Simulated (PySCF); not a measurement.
## Vibration and rotation of InGa⁺

UHF-CCSD(T) constants of InGa⁺, ²Σ⁺ (doublet), unpaired electrons σ ↑ (In def2-SVPD with ECP28, Ga def2-SVPD; scalar-relativistic core potentials (PySCF 2.14); masses 114.9039 and 68.9256 u):

```
ωe              : 85.5 cm⁻¹
ωexe            : 0.306 cm⁻¹
Be              : 0.03402 cm⁻¹
αe              : 0.000181 cm⁻¹
D (centrifugal) : 2.15e-08 cm⁻¹
De to In⁺ + Ga  : 1.09 eV
```

**Question.** Give the vibrational terms G(v) and spacings up to v = 6.

**Answer.** G(v) = ωe(v+½) − ωexe(v+½)².

```tsv
v	G(v) (cm⁻¹)	G(v) − G(v−1)	Bv (cm⁻¹)
0	42.7		0.03393
1	127.6	84.9	0.03375
2	211.8	84.3	0.03357
3	295.5	83.7	0.03339
4	378.6	83.1	0.03321
5	461.0	82.4	0.03302
6	542.8	81.8	0.03284
```

**Question.** How well does the Morse estimate ωe²/(4ωexe) reproduce De, and what is D0?

**Answer.** It gives 0.74 eV, 68 % of the computed De. D0 = De − G(0) = 1.09 − 0.01 = 1.08 eV.

Correlated steps freeze 13 core orbitals. Correlated levels converge slowly with the basis: in double zeta they bind strong bonds too weakly, by up to about 1 eV, and carry superposition errors of some tenths. Spin–orbit coupling is left out, which matters for elements this heavy, above all for dissociation energies. For an ion De counts to the pair picked by the measured ionisation energies or electron affinities, which need not be the lowest pair at this level. The state is the lowest determinant that a PBE0 search found; another state may lie lower at other levels.
